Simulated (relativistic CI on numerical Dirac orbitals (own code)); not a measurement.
**S8+: what numerical and physical settings do to a radial Dirac CI calculation**

Reference input:

```
atom S  Z=16  charge=8  electrons=8
nucleus A=32  rms_radius_fm=3.2611
hamiltonian dirac-coulomb  breit=on  qed=on  c_scale=1
orbitals kli  potential=per-configuration
slater_scale 1
correlation none
mixing on
grid step=0.0125 r_max=10.3
scf mixing=0.4 start=green max_iterations=150 tolerance=2e-08 node_fill=0.05
configurations
  [He] 2s2 2p4
  [He] 2s 2p5
  [He] 2p6
end
```

Computed lowest total energy -366.23400 Ha, first excitation 7938.4 cm⁻¹, 27 SCF steps. Runs with settings changed; * marks those that are bad on purpose (the QED terms keep the true α when c is scaled):

```csv
Changed,Outcome,Lowest level,ΔE (Ha),First excitation (cm⁻¹),SCF steps,Message
Slater scale 0.5,converged,2s²2p⁴ ³P2,0.062,8295.5,27,
"grid step 0.02, Slater scale 0.6",converged,2s²2p⁴ ³P2,0.0498,8183.2,27,
"start potential thomas-fermi, node fill of the KLI weights 0.5",converged,2s²2p⁴ ³P2,0.00233,7976.8,27,
"start potential thomas-fermi, speed of light × 2, node fill of the KLI weights 0.01",converged,2s²2p⁴ ³P2,0.771,1903.7,27,
configuration list: overfill *,refused,,,,0,configuration [He] 2p7: a shell holds more than 4l+2 electrons
charge 7 *,refused,,,,0,"configuration [He] 2s2 2p4 has 8 electrons, the ion has 9"
```
